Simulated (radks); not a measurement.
Q: Species: Yb+. Configuration: [Xe] 4f14 7p1 (not the ground configuration). All-electron calculation, Dirac Kohn-Sham, PBE, spin-unpolarised, spherical densities, finite nucleus; open shells are shared between the two j in proportion to 2j + 1; Fermi nuclear charge, rms radius 5.3108 fm. Program: a radial shooting solver on a logarithmic mesh with Libxc functionals. Some entries of the table are withheld. Estimate them.

orbital      occ.  eigenvalue (eV)  r(max) (bohr)
1s1/2           2        -61161.18        0.01237
2s1/2           2        -10365.52        0.07077
2p1/2           2        -9888.597        0.05296
2p3/2           4        -8841.584        0.05938
3s1/2           2        -2344.731         0.1997
3p1/2           2        -2133.982         0.1874
3p3/2           4        -1911.746         0.2008
3d3/2           4              (1)         0.1581
3d5/2           6              (2)         0.1618
4s1/2           2        -470.0628         0.4556
4p1/2           2              (3)         0.4569
4p3/2           4              (4)         0.4853
4d3/2           4              (5)            (6)
4d5/2           6              (7)            (8)
5s1/2           2         -65.9732          1.072
5p1/2           2         -42.9334          1.171
5p3/2           4         -36.8107          1.261
4f5/2           6         -14.7622         0.4807
4f7/2           8         -13.4430         0.4862
7p1/2    0.333333          -3.6299          8.766
7p3/2    0.666667          -3.4619          9.113

A: 
(1) 3d3/2 eigenvalue (eV): -1552.651
(2) 3d5/2 eigenvalue (eV): -1504.094
(3) 4p1/2 eigenvalue (eV): -384.7360
(4) 4p3/2 eigenvalue (eV): -334.4507
(5) 4d3/2 eigenvalue (eV): -194.0531
(6) 4d3/2 r(max) (bohr): 0.4860
(7) 4d5/2 eigenvalue (eV): -184.9007
(8) 4d5/2 r(max) (bohr): 0.4952
